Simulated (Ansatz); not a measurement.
One change: `F[Si](F)(F)CS` becomes `CB[Si](F)(F)F`.

Ansatz, PBE0-D4/def2-TZVP geometries, multiplicity 1. Each molecule was computed in one conformer, which needn't be the lowest.

```
                                          property  `F[Si](F)(F)CS`
             HOMO–LUMO gap (B3LYP/def2-TZVPP) / eV             6.69
             LUMO energy (ωB97M-V/def2-TZVPP) / eV             1.64
              HOMO–LUMO gap (PBE0/def2-TZVPP) / eV             7.24
               HOMO–LUMO gap (PBE/def2-TZVPP) / eV             5.03
size of the dipole moment (ωB97M-V/def2-TZVPP) / D             2.65
           HOMO–LUMO gap (ωB97M-V/def2-TZVPP) / eV            11.25
```

Task: What does the change do to each property? (Estimate.)

Result: Computed: 
| property | `CB[Si](F)(F)F` | shift |
| --- | --- | --- |
| HOMO–LUMO gap (B3LYP/def2-TZVPP) / eV | 5.99 | -0.70 |
| LUMO energy (ωB97M-V/def2-TZVPP) / eV | -0.52 | -2.16 |
| HOMO–LUMO gap (PBE0/def2-TZVPP) / eV | 6.37 | -0.87 |
| HOMO–LUMO gap (PBE/def2-TZVPP) / eV | 4.01 | -1.02 |
| size of the dipole moment (ωB97M-V/def2-TZVPP) / D | 2.84 | 0.19 |
| HOMO–LUMO gap (ωB97M-V/def2-TZVPP) / eV | 10.59 | -0.66 |

With PBE0 the HOMO falls by 1.53 eV and the LUMO falls by 2.40 eV, so the gap narrows by about 0.87 eV. PBE moves the HOMO by -1.44 eV and ωB97M-V by -1.49 eV. Dipoles are sizes alone; their direction can turn.

B3LYP here is the variant with VWN-RPA as its local correlation; programs differ in this.
